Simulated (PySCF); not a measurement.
Consider (AlCl2H3SSi). Non-hydrogen atoms are numbered in `[Al:1]([Cl:2])([Cl:3])[S:4][SiH3:5]`.

Energies: r2SCAN-D3(BJ)/ma-def2-SVP (PySCF, density fitting, integration grid level 3) on BP86-D3(BJ)/def2-SVP structures. The prefix ma- adds one diffuse s and one diffuse p function on all atoms but H. Zero-point and thermal terms (298.15 K, 1 bar) come from unscaled GFN2-xTB harmonic frequencies, with soft modes damped to free rotors in the entropy. These were taken at the GFN2-xTB minima.

Problem. What are the vertical and the adiabatic ionisation energy for forming the radical cation?

Solution. 10.10 eV vertical and 9.64 eV adiabatic, the latter with zero-point energy.

Problem. Where does the unpaired spin of the relaxed radical cation sit?

Solution. S4 (sulfide sulfur) 0.87 (intrinsic atomic orbital populations).

Problem. How far is −ε(HOMO) from the vertical value by ΔSCF?

Solution. −ε(HOMO) = 7.33 eV, which is 2.77 eV below the ΔSCF value.

Known limits: ma-def2-SVP is a small basis, whose errors can reach tens of kJ/mol; spin-orbit coupling is left out of the energies, which matters for open shells on the heavier atoms.
